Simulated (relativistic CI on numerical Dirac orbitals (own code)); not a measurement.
Method of calculation: Dirac-Coulomb-Breit CI, separate exchange-only KLI orbitals for each configuration, model QED, unscaled Slater integrals (own radial code, finite nucleus).

The strongest absorption lines from the ground level of an ion, among the configurations computed and to levels below about 291 eV (vacuum wavelength in Å, gf): 43.319 (0.48), 43.327 (0.42), 73.297 (1), 75.908 (0.52), 76.310 (0.44), 78.232 (0.99), 79.322 (0.71), 80.225 (1.9).

(1) Which ion is it?
A. Nb XVII
B. Nb XV
C. Tc XIX
D. Rh XXI

Results:

(1) A. Nb XVII has 25 electrons and the ground level 3s²3p⁶3d⁷ ⁴F9/2; the strongest line goes to 3s²3p⁵3d⁸ ⁴F°9/2. The pattern of lines fixes the number of electrons, and along that sequence the line energies rise steadily with the charge (about as its square where n changes within one kind of shell, about linearly where n is kept but much faster in heavy ions where fine structure, which grows about as Z⁴, sets the gap, and irregularly where shells cross), which fixes Z. Configurations outside the model, such as inner-shell arrays, can give stronger lines. At this charge energies of transitions that change n are usually good to better than 1 %, and those within a shell (Δn = 0) to a few per cent. Terms inside the open d or f shell come out 10 to 20 % too wide with unscaled integrals.

LS names give the leading component of a level, which can be under half, so a name can repeat, a term be missing and a line seem to break the LS rules.
